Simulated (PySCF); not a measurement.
CH₈Si₃, SMILES `C[Si](=[SiH2])[SiH3]`, neutral singlet in the gas phase. 

Cartesian coordinates (Å):
SMILES: C[Si](=[SiH2])[SiH3]
```xyz
12

C      1.9373    -0.2841    -0.3936
Si     0.1671     0.1786     0.0189
Si    -0.4568     2.1794     0.4284
Si    -1.4950    -1.4297     0.0348
H      2.3215    -1.0094     0.3270
H      2.5754     0.6007    -0.3697
H      1.9962    -0.7292    -1.3892
H     -1.8690     2.4769     0.7522
H      0.4448     3.3547     0.4656
H     -1.6344    -2.0880    -1.2939
H     -1.2150    -2.4958     1.0363
H     -2.7721    -0.7541     0.3833
```
Charge 0, multiplicity 1.

All levels are single points at this geometry (PBE0-D3(BJ)/def2-TZVP); Pople sets use spherical d functions. Orbital energies aren't observables, and empty levels follow the basis.

```json
[
 {"level": "PBE0-D3(BJ)/def2-TZVP in PySCF", "HOMO (eV)": "-5.72", "LUMO (eV)": "-1.58", "gap (eV)": "4.14", "dipole (D)": "1.26", "vertical IE, Delta-SCF (eV)": "7.41"},
 {"level": "B3LYP/LANL2DZ in PySCF", "HOMO (eV)": "-5.63", "LUMO (eV)": "-1.62", "gap (eV)": "4.01", "dipole (D)": "1.22", "vertical IE, Delta-SCF (eV)": "–"},
 {"level": "PBE/6-31G* in PySCF", "HOMO (eV)": "-4.83", "LUMO (eV)": "-2.12", "gap (eV)": "2.70", "dipole (D)": "1.40", "vertical IE, Delta-SCF (eV)": "7.42"},
 {"level": "HF/3-21G in PySCF", "HOMO (eV)": "-7.32", "LUMO (eV)": "1.32", "gap (eV)": "8.65", "dipole (D)": "1.18", "vertical IE, Delta-SCF (eV)": "–"},
 {"level": "HF/6-31G* in PySCF", "HOMO (eV)": "-7.17", "LUMO (eV)": "1.47", "gap (eV)": "8.64", "dipole (D)": "1.16", "vertical IE, Delta-SCF (eV)": "6.38"},
 {"level": "HF/STO-3G in PySCF", "HOMO (eV)": "-3.37", "LUMO (eV)": "6.72", "gap (eV)": "10.09", "dipole (D)": "0.32", "vertical IE, Delta-SCF (eV)": "–"}
]
```
